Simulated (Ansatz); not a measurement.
A run for Ansatz (an electronic-structure program): R-PBE/def2-TZVPP on Cl2MoO2 (SMILES [O]=[Mo](=[O])([Cl])[Cl]). Elements past Kr take the def2 small-core potentials; no spin–orbit coupling.

Ansatz 0.2 input:
```yaml
crystal:
  periodic: [false, false, false]
  atoms:
    - {symbol: Mo, position_ang: [0.11086622, 0.00000000, -0.00000000]}
    - {symbol: O, position_ang: [1.10768389, 0.95334512, 0.95345438]}
    - {symbol: O, position_ang: [1.10768389, -0.95334513, -0.95345437]}
    - {symbol: Cl, position_ang: [-1.16316701, 1.31879771, -1.31874243]}
    - {symbol: Cl, position_ang: [-1.16316700, -1.31879770, 1.31874242]}
basis:
  gaussian:
    orbitals: def2-TZVPP
hamiltonian:
  xc: {name: PBE}
scf: {lower_state_search: off}
```

It printed:

```
WARN ansatz: RAYON_NUM_THREADS=4 ignored (pool sized by the plan → 4); use --threads N
Functional definition: PBE
these checks for a lower state are left out or cut short: stability, starts, cluster_reference, orbital_swaps, neighbouring_geometries, increment
integrals: 0.14 GiB planned
1189 factors; their error is unknown
mean field: 0.88 GiB planned
mean field evaluation 1: about -30973.8773 eV, gradient 1.0e2 eV
mean field evaluation 2: about -30584.1977 eV, gradient 3.6e2 eV
mean field evaluation 4: about -30986.2376 eV, gradient 4.5e1 eV
mean field evaluation 8: about -30991.0262 eV, gradient 4.9e-1 eV
mean field evaluation 16: about -30991.0063 eV, gradient 5.5e-4 eV
mean field -30991.00631570 eV, -1138.8984756435 hartree, gradient 4.3e-6 eV, S^2 0.000000; 0 other end points of the search recorded, 0 dependent functions left out
reference -30991.00637337 eV, -1138.8984777626 hartree; 32, 32 occupied and 170, 170 virtual orbitals, 1189 factors
Total energy: -30991.00637337 eV, -1138.8984777626 hartree
Checks for a lower state left out: stability, starts, cluster_reference, orbital_swaps, neighbouring_geometries, increment
```

The run converged.

Cost: very roughly 4 core-seconds.
